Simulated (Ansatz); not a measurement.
In₂PF₃, relaxed as a singlet with RKS r2SCAN-D4/def2-SVP in Ansatz, starting from the GFN2-xTB geometry. Force threshold 0.02 eV/Å.

In the def2 sets In takes a core potential; there is no spin–orbit coupling. The structure comes from a short search, and lower isomers may exist.

Start:

Cartesian coordinates in Å:
```
In 0.9631 1.2307 0.9170
In -0.4238 -1.3209 -1.1517
P 1.9204 -0.2958 -0.9167
F -2.0481 -2.3932 -1.7238
F 0.6235 2.7234 2.2492
F -1.0351 0.0557 0.6260
```

| step | energy (eV) | largest force component (eV/Å) | SCF passes |
| --- | --- | --- | --- |
| 1 | -27780.0284 | 1.325 | 20 |
| 2 | -27780.7490 | 0.640 | 26 |
| 3 | -27780.7809 | 0.497 | 21 |
| 4 | -27780.8260 | 0.257 | 20 |
| 5 | -27780.8304 | 0.016 | 22 |

Force components are those of the run's own axes.

End:

```xyz
6

In    0.843    1.087    0.759
In   -0.340   -1.163   -1.001
P     1.903   -0.277   -0.925
F    -1.883   -2.222   -1.509
F     0.565    2.429    2.132
F    -1.088    0.146    0.545
```

By distances, no bond broke or formed. The bond that changes most is In1–F6, from 2.34 to 2.16 Å (atoms count from 1). The end is the same structure that another start reached, the lowest one found.

No frequencies were taken in this run, so the end may be a saddle point.

It took 9 s on 4 threads of Arm Neoverse V2 on a shared host.
